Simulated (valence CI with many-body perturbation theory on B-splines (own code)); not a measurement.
**Valence orbitals of Zn XV**

Method: relativistic CI+MBPT: six valence electrons over a frozen Dirac-Fock core [Ne], radial functions for each j: 9 s, 9 p, 8 d, 6 f, 3 g, 1 h, with the one-electron correlation potential Σ1 (screened to all orders), the two-electron term Σ2, the three-electron term Σ3, Breit, model QED; selected single and double excitations, second order for the rest, scaled by the run's own slope (own B-spline code, finite nucleus).

No measured spectrum was set against this ion. As an estimate, levels of excited configurations hold to 0.05 to 0.15 % of their energy, terms of the ground configuration to about 0.5 %. Among the levels kept, up to 1400 cm⁻¹ of a level comes from second order outside the variational space, and about a tenth of that is noise between levels of different J, which matters for small intervals.

These are the spectroscopic orbitals of the CI (the correlating ones are not listed), shaped by the core and the other valence electrons. h is the expectation value of the core's Dirac-Fock operator, without the valence repulsion; Σ1 is computed up to l = 3 at one energy for each symmetry, that of its lowest orbital but kept below the first core excitation, so for empty shells it is not the orbital's own correlation shift; Breit and QED include the response of the core.

```
Orbital  h (hartree)  Σ1 (cm⁻¹)  Breit (cm⁻¹)  QED (cm⁻¹)  ⟨r⟩ (bohr)
  3s1/2      -26.973      -5123          1467         986      0.5939
  4s1/2       -14.19      -1463           496         340       1.179
  5s1/2      -8.7157       -619           221         153       1.973
  6s1/2      -5.8978       -325           119        82.4       2.962
  3p1/2      -25.355      -5945          2296       -75.6      0.5874
  4p1/2       -13.51      -1716           792       -25.4       1.201
  5p1/2      -8.3774       -746           365       -11.6       2.021
  6p1/2      -5.7057       -397           199        -6.3       3.035
  3p3/2      -25.153      -5778          1424         5.5      0.5931
  4p3/2      -13.431      -1682           485         2.4       1.209
  5p3/2      -8.3388       -734           226         1.2       2.031
  6p3/2       -5.684       -392           124         0.7       3.047
  3d3/2      -22.972      -6659           832       -44.1      0.5455
  4d3/2      -12.545      -1681           278       -14.3       1.216
  5d3/2      -7.9118       -738           133        -6.8       2.073
  3d5/2      -22.937      -6543           336       -24.2      0.5469
  4d5/2       -12.53      -1651           112        -7.4       1.217
  5d5/2      -7.9043       -725          53.7        -3.4       2.075
  4f5/2      -12.038       -826           9.3        -2.1       1.127
  5f5/2      -7.6617       -436           6.7        -1.2       2.014
  4f7/2      -12.033       -821           0.0         0.3       1.128
  5f7/2      -7.6589       -433           0.0         0.0       2.015
  5g7/2       -7.529                      0.1        -0.3       1.820
  5g9/2      -7.5277                      0.0         0.2       1.820
```

Among the shells of the start configuration 3s2 3p4, Σ1 is largest in size for 3p1/2, where it is 0.11 % of h.

Lowest root of each symmetry, sizes in configuration state functions:

```
J  Parity  Roots  Reference  Variational  Second order  Change by selected CI (cm⁻¹)  Change by second order (cm⁻¹)
0    even      3         19        56001        647947                        -22837                            -43
1    even      2         32        54462       2226152                        -22708                           -219
2    even      3         47        52915       3185631                        -22744                           -285
0     odd      5         32        59970       1187194                        -18084                            -63
1     odd     10         84        59699       4150709                        -17856                           -416
2     odd     10        106        58520       5875255                        -17074                          -1031
3     odd      9         98        57095       7463633                        -21029                          -1159
4     odd      5         69        54752       6944223                        -21092                          -1012
5     odd      1         38        60430       4002184                        -27129                           -640
```
